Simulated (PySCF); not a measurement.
Estimate the missing entries of this data sheet.

C6H11O2P.
SMILES with atom numbers: `[O:1]=[P@@H:2]([CH2:3][OH:4])[C:5]1=[CH:6][CH2:7][CH2:8][CH2:9]1` (hydrogens: H10 on P2; H11, H12 on C3; H13 on O4; H14 on C6; H15, H16 on C7; H17, H18 on C8; H19, H20 on C9)

| property | level | value |
| --- | --- | --- |
| point group | PBE0-D3(BJ)/def2-SVP | C1 |
| rotational constants A, B, C | PBE0-D3(BJ)/def2-SVP | ? |
| dipole moment | B3LYP/def2-SVPD | 5.29 D |
| HOMO energy | B3LYP/def2-SVPD | -7.31 eV |
| LUMO energy | B3LYP/def2-SVPD | -1.16 eV |
| lowest singlet excitation | TDDFT B3LYP/def2-SVPD | 5.39 eV (230 nm, f = 0.030) |
| strongest line among the 10 lowest singlet transitions | TDDFT B3LYP/def2-SVPD | S3 at 6.10 eV (203 nm, f = 0.210) |
| lowest triplet excitation (Tamm–Dancoff) | TDA B3LYP/def2-SVPD | 3.97 eV |
| static isotropic polarisability | B3LYP/def2-SVPD | 102.7 au |
| vertical ionisation energy | ΔSCF B3LYP/def2-SVPD | 9.16 eV |
| electronic spatial extent ⟨r²⟩ about the centre of nuclear charge | B3LYP/def2-SVPD | 1721 bohr² |
| 13C chemical shifts (computed TMS as zero) by class | GIAO KT2/pcSseg-1 | 140.4 (C6), 137.6 (C5), 60.4 (C3), 38.1 (C7), 34.1 (C9), 26.9 (C8) ppm |
| 1H chemical shifts (computed TMS as zero) by class | GIAO KT2/pcSseg-1 | ? |
| isotropic shieldings of nuclei other than C and H, by class | GIAO KT2/pcSseg-1 | 249 (O1), 323 (O4), 337 (P2) ppm |
| core binding energies | ΔSCF SCAN, pcX-2 on the ionised atom, pcseg-1 elsewhere, spin-free X2C, 2p3/2 from a spin–orbit splitting computed afterwards within the 2p shell | ? |

The electronic properties come from PySCF, for the isolated species, density fitting. Isolated species at its PBE0-D3(BJ)/def2-SVP geometry (one conformer only).

(1) The 1H chemical shifts (computed TMS as zero) by class?

(2) The rotational constants A, B, C?

(3) What are the core binding energies?

Results:

(1) 7.36 (H10), 6.33 (H14), 3.61 (H12), 3.57 (H11), 2.91 (H20), 2.59 (H15), 2.48 (H16), 2.46 (H13), 2.31 (H19), 2.02 (H17), 1.82 (H18) ppm.

(2) 3.222, 0.727, 0.710 GHz.

(3) P2p3/2 138.0 (P2), C1s 290.5 (C5), C1s 290.7 (C6), C1s 291.0 (C8), C1s 291.0 (C9), C1s 291.1 (C7), C1s 292.1 (C3), O1s 536.2 (O1), O1s 538.5 (O4), P1s 2151.9 (P2) eV.

No computed singlet falls in the visible range (750 to 380 nm, 1.65 to 3.26 eV); S1 lies 2.13 eV above its blue end. The polarisability is 15.22 Å³ as a volume (1 au = 0.148185 Å³), or 1.32 au for each of the 78 electrons. The dipole equals about 17.7 × 10⁻³⁰ C·m (1 D = 3.33564 × 10⁻³⁰ C·m).
